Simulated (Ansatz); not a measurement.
A nudged elastic band was laid between two geometries of B₂FH₃OS (8 atoms, charge 0, multiplicity 1).

Theory: Ansatz 0.2.0, RKS PBE-D4/def2-SVP.

- movable images: 7
- climbing image: yes
- spring: 5.0 eV/Å²
- optimiser: quadratic models (default)
- start path: IDPP
- force threshold: 0.05 eV/Å
- iteration limit: 60
- end points: relaxed

Image 0:

```xyz
8
Properties=species:S:1:pos:R:3
B 1.214 1.177 0.271
B -0.020 0.004 0.190
F -0.636 -0.483 1.290
O -0.376 -0.443 -1.045
S -1.596 -1.640 -1.313
H 2.383 0.863 0.400
H 0.971 2.368 0.211
H -1.940 -1.846 -0.004
```

Image 8:

```xyz
8
Properties=species:S:1:pos:R:3
B 1.214 1.176 0.271
B -0.020 0.005 0.192
F -0.637 -0.483 1.291
O -0.376 -0.443 -1.044
S -1.595 -1.640 -1.312
H 0.972 2.368 0.208
H 2.383 0.862 0.399
H -1.940 -1.844 -0.004
```

(1) Which bonds break or form, and what moves?

(2) What energy profile does the band end with?

(3) What is the geometry of the highest image?

(4) What are the harmonic wavenumbers there?

Results:

(1) No bond is made or broken. The dihedral H6–B1–B2–F3 goes from 88 to -92°. The two ends are copies of one structure, up to a mirror image or an exchange of like atoms.

(2) It converged. The highest image is number 4 of 0 to 8, 0.066 eV above the ends, which have the same energy within 2 meV. A vibrational analysis at the climbing image gives one clearly imaginary mode, 139i cm⁻¹: a first-order saddle point.

```
image  path coordinate (Å)  energy (eV)  dihedral H6–B1–B2–F3 (°)
    0                 0.00        0.000                        88
    1                 0.48        0.005                       112
    2                 0.96        0.026                       136
    3                 1.44        0.053                       158
    4                 1.92        0.066                       179
    5                 2.39        0.055                      -159
    6                 2.86        0.028                      -138
    7                 3.32        0.006                      -115
    8                 3.79        0.000                       -92
```

(3) 
```xyz
8
Properties=species:S:1:pos:R:3:forces:R:3
B 1.225 1.186 0.278 0.00 -0.03 -0.01
B -0.078 0.073 0.171 0.00 0.02 0.01
F -1.086 -0.012 1.069 0.01 0.00 -0.01
O -0.086 -0.777 -0.900 -0.01 -0.01 0.01
S -1.307 -1.956 -1.176 0.00 0.00 0.00
H 2.100 1.194 -0.565 -0.01 0.00 0.00
H 1.304 1.981 1.195 0.00 0.01 0.01
H -2.073 -1.688 -0.072 0.00 0.00 0.00
```

(4) 139i, 169, 179, 206, 253, 483, 484, 598, 695, 773, 923, 951, 1116, 1217, 1324, 2525, 2566, 2618 cm⁻¹.

Time of the run: 3.2 min on 1 thread of Arm Neoverse N1 (shared host), peak memory 0.12 GiB.
